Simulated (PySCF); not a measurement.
Radial density of O⁺ (oxygen, charge +1)

UHF, [He] 2s2 2p2 3s1, 3s spin antiparallel (an excited configuration). Calculation: PySCF 2.14, in aug-cc-pwCVDZ; the non-relativistic Hamiltonian (point nucleus).

| r (bohr) | 4πr²ρ (e/bohr) | 4πr²(ρα − ρβ) |
| --- | --- | --- |
| 0.00418 | 0.06483 | -0.0002 |
| 0.00704 | 0.1761 | -0.0006 |
| 0.0118 | 0.4597 | -0.0016 |
| 0.0199 | 1.146 | -0.0039 |
| 0.0335 | 2.609 | -0.0082 |
| 0.0563 | 5.147 | -0.0128 |
| 0.0947 | 7.942 | 0.0004 |
| 0.159 | 8.225 | 0.1111 |
| 0.268 | 4.729 | 0.5039 |
| 0.451 | 2.777 | 1.2702 |
| 0.758 | 4.009 | 1.8570 |
| 1.28 | 2.353 | 1.0888 |
| 2.15 | 0.4557 | -0.0721 |
| 3.61 | 0.3614 | -0.3541 |
| 6.07 | 0.02665 | -0.0265 |

The outer electron is Rydberg-like, and this basis confines it to a smaller radius and binds it less than a complete one would. With the s spin flipped the determinant is a mixture of two multiplicities, not a spectroscopic state.
